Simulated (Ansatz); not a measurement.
Cl$_{3}$Sc, charge -1, doublet, geometry from GFN2-xTB (such geometries of metal compounds can be far from the true shape) (the multiplicity is a formal guess) (a gas-phase anion, which may not be bound at this level), with bond 4-1 at 1.4 times its length; CASSCF(5,5)/6-31G (Ansatz, an electronic-structure program).

The Ansatz input:
Ansatz 0.2 input:
```yaml
crystal:
  periodic: [false, false, false]
  atoms:
    - {symbol: Sc, position_ang: [-0.00000000, -0.00000000, -0.00000000]}
    - {symbol: Cl, position_ang: [2.17158113, -0.39150534, -0.62424371]}
    - {symbol: Cl, position_ang: [-0.82319445, -0.92646075, 1.92944101]}
    - {symbol: Cl, position_ang: [-1.88774135, 1.84515254, -1.82727622]}
basis:
  gaussian:
    orbitals: 6-31G
hamiltonian:
  xc: hf
total_charge: -1
correlation: {active_space: {window: {electrons: 5, orbitals: 5}}}
magnetization: {spin_polarized: false, initial_magnetization: 1}
```

Output, abridged:

```
Functional definition: HF
820 factors; integrals over basis functions are off by at most 5.5e-4 eV
mean field evaluation 1: about -58185.1492 eV, gradient 2.2e1 eV
mean field evaluation 2: about -58185.1591 eV, gradient 2.2e1 eV
mean field evaluation 4: about -58189.3754 eV, gradient 4.2e0 eV
mean field evaluation 8: about -58189.8748 eV, gradient 6.7e-1 eV
mean field evaluation 16: about -58189.8922 eV, gradient 1.8e-6 eV
mean field evaluation 32: about -58189.8904 eV, gradient 2.1e-1 eV
mean field evaluation 64: about -58189.5824 eV, gradient 3.9e-1 eV
mean field evaluation 96: about -58189.8922 eV, gradient 9.5e-6 eV
mean field -58189.89223312 eV, -2138.4390970417 hartree, gradient 2.1e-6 eV, S^2 0.750000; 11 other end points of the search recorded, 0 dependent functions left out
reference -58189.89223312 eV, -2138.4390970417 hartree; 37, 36 occupied and 31, 32 virtual orbitals, 820 factors
state -58191.08110844 eV, -2138.4827874036 hartree
Total energy: -58191.08110844 eV, -2138.4827874036 hartree
```
